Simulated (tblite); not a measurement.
Question: What does the GFN2-xTB structure of `OC1=C(F)C[C](F)O1` [radical] look like in three dimensions? (Doublet state.)

Answer: 
```xyz
11
C4H3F2O2 angstrom
O      2.397    0.069    0.224
C      1.074    0.048    0.072
C      0.172   -0.907    0.357
F      0.413   -2.108    0.899
C     -1.202   -0.460   -0.033
C     -0.852    0.849   -0.681
F     -1.645    1.919   -0.458
O      0.481    1.142   -0.482
H      2.733    0.939   -0.032
H     -1.876   -0.326    0.825
H     -1.691   -1.161   -0.718
```

Orientation and origin are arbitrary. Atoms count from 1 in this order. C2 (carbon bonded to C and 2 O) is planar (angles 130.8°, 117.8° and 111.4°, sum 360.0°, 0.01 Å off the plane of its three neighbours). C3 (carbon bonded to 2 C and F) is planar (angles 127.0°, 122.6° and 110.4°, sum 360.0°, 0.00 Å off the plane of its three neighbours). The 3 C–C bonds span 1.344 Å (C2=C3, drawn double) to 1.501 Å (C5–C6, drawn single), a spread of 0.157 Å. C6 (carbon bonded to C, F and O) is pyramidal (angles 118.8°, 112.0° and 110.4°, sum 341.3°, 0.36 Å off the plane of its three neighbours).

Bonds between heavy atoms (Å): O1–C2 1.332, C2=C3 1.344, C3–F4 1.339, C3–C5 1.497, C5–C6 1.501, C6–F7 1.350, C6–O8 1.379, C2–O8 1.362.

Structure optimised with GFN2-xTB, isolated species. This method treats the open shell by occupation alone, without spin polarisation.

Point group: C1 (no symmetry element, even within 0.4 Å). Its GFN2-xTB frequencies are all real (lowest 126 cm⁻¹). Torsions: H–O1–C2–C3 -176°.

One conformer stands for the species.

These are computed values.
